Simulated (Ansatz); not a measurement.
Consider the ligand exchange at a Mo–C bond: `[CH3][Mo](=[O])([OH])=[S]` + H–F → `[O]=[Mo]([OH])([F])=[S]` + CH₄.

Calculated with Ansatz (gas phase, PBE0-D4/def2-TZVP geometries, no zero-point term in ΔE). CBS: MP2 limit from def2 TZ/QZ plus the TZ coupled-cluster correction, frozen cores. This one scheme is used for every species. DFT in def2-TZVPP. Elements past krypton have def2 core potentials. For Mo outer-core shells are correlated without core-valence functions, which leaves a few kJ/mol of doubt a bond. Each species was taken in one conformer, which may not be the lowest.

| level | ΔE (kcal/mol) |
| --- | --- |
| r2SCAN0-D4 | -29.9 |
| CAM-B3LYP-D4 | -31.9 |
| BLYP | -35.6 |
| BHLYP | -31.0 |
| LC-ωPBE | -31.6 |
| CCSD/def2-SVP | -29.7 |
| CCSD/def2-TZVPP | -25.8 |
| MP2/CBS(def2) | -26.4 |

**Question.** What does CCSD(T)/CBS give? (An estimate is asked.)

**Answer.** Ansatz gave: -25.9 kcal/mol. The listed levels differ from it by -4.0, -6.0, -9.7, -5.1, -5.7, -3.8, 0.1, -0.5 kcal/mol.

Largest T1 diagnostic among the species: 0.025, so the coupled-cluster value is less sure than usual.

From r2SCAN to r2SCAN0 (25 % exact exchange), in def2-TZVPP and without D4, ΔE moves by +3.1 kcal/mol. In def2-TZVPP, CCSD(T) changes the Hartree–Fock value by +3.0 kcal/mol (the triples alone add −0.7 kcal/mol) and MP2 by +2.5 kcal/mol.
